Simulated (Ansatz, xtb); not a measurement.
C4H5FOSi: which of two isomers lies lower

Structure I: `CC1=C[Si@H](F)C1=O`, a singlet. Structure II: `O=C1C=CC[Si@@H]1F`, a singlet. Both are isolated molecules in the gas phase, relaxed with B3LYP/def2-SVP; the shapes shown needn't be the lowest conformers.

I (Å):

```
atom    x (Å)    y (Å)    z (Å)
   C  -2.6669   0.7998   0.4649
   C  -1.1755   0.7669   0.4518
   C  -0.2362   1.7553   0.4998
   C  -0.3659  -0.5129   0.3919
   F   2.2506   0.6721  -0.7479
   O  -0.7540  -1.6482   0.2937
  Si   1.2319   0.5988   0.5248
   H  -3.0654   1.8243   0.4631
   H  -3.0475   0.2686   1.3537
   H  -3.0603   0.2534  -0.4087
   H  -0.4473   2.8264   0.5395
   H   2.1150   0.5748   1.7233
```

II (Å):

```xyz
12

C    -1.2379   -0.2273   -0.6754
C     0.1589   -0.3115   -0.1709
C     0.4981    0.5373    0.8244
C    -0.5185    1.5075    1.3961
F    -3.2945    0.6157    1.2984
O    -1.7022   -0.9156   -1.5632
Si   -2.0746    1.1788    0.3722
H     0.8532   -1.0345   -0.6100
H     1.5150    0.5385    1.2349
H    -0.6825    1.3111    2.4712
H    -0.1455    2.5451    1.3354
H    -2.6051    2.3300   -0.4009
```

Quicker runs give these differences E(II) − E(I): GFN2-xTB −13.9 kcal/mol; HF/STO-3G −23.1 kcal/mol (at GFN2-xTB geometries); r2SCAN-D4/def2-SVP −9.6 kcal/mol (at GFN2-xTB geometries).

**Question.** Estimate E(II) − E(I) at the level CCSD(T)/def2-SVP + ΔMP2/def2-TZVPP.

**Answer.** Calculated at CCSD(T)/def2-SVP + ΔMP2/def2-TZVPP: E(II) − E(I) = −8.7 kcal/mol, so structure II lies lower.

Level by level:

| level | geometry | E(II) − E(I) (kcal/mol) | departure from the last row (kcal/mol) | job, with rough time for the two |
| --- | --- | --- | --- | --- |
| GFN2-xTB | GFN2-xTB | −13.9 | −5.2 | optimisation, 0.27 s |
| HF/STO-3G | GFN2-xTB | −23.1 | −14.4 | single point, 1.1 s |
| r2SCAN-D4/def2-SVP | GFN2-xTB | −9.6 | −0.9 | single point, 6.2 s |
| B3LYP/def2-SVP | B3LYP/def2-SVP | −8.8 | 0.0 | optimisation, 2.1 min |
| HF/def2-SVP | B3LYP/def2-SVP | −9.8 | −1.1 | part of the CCSD(T) run |
| MP2/def2-SVP | B3LYP/def2-SVP | −7.8 | +1.0 | part of the CCSD(T) run |
| CCSD(T)/def2-SVP | B3LYP/def2-SVP | −8.7 | 0.0 | single point |
| CCSD(T)/def2-SVP + ΔMP2/def2-TZVPP | B3LYP/def2-SVP | −8.7 |  | single point, 1.7 min |

As drawn, both hold the same kinds of bond in the same numbers. Structure I has 1 methyl group, II 0. Structure I has a 4-membered ring, II a 5-membered ring.

None of the levels shown reverses the order. The largest departure from CCSD(T)/def2-SVP + ΔMP2/def2-TZVPP is that of HF/STO-3G, 14.4 kcal/mol. The last row adds to CCSD(T) the change of the MP2 difference between the two basis sets, here 0.0 kcal/mol.

With thermal terms from frequencies at re-optimised GFN2-xTB minima (ideal gas, soft modes damped towards free rotors, one conformer each, 298.15 K, 1 atm): on the last row, ΔE + ΔZPE = −8.2, ΔH = −8.7, ΔG = −7.5 kcal/mol.

The correlated steps freeze 11 core orbitals. Programs: Ansatz 0.2.0, xtb 6.7.1; the last row on 2 threads of Intel(R) Xeon(R) Processor @ 2.70GHz on a shared host.
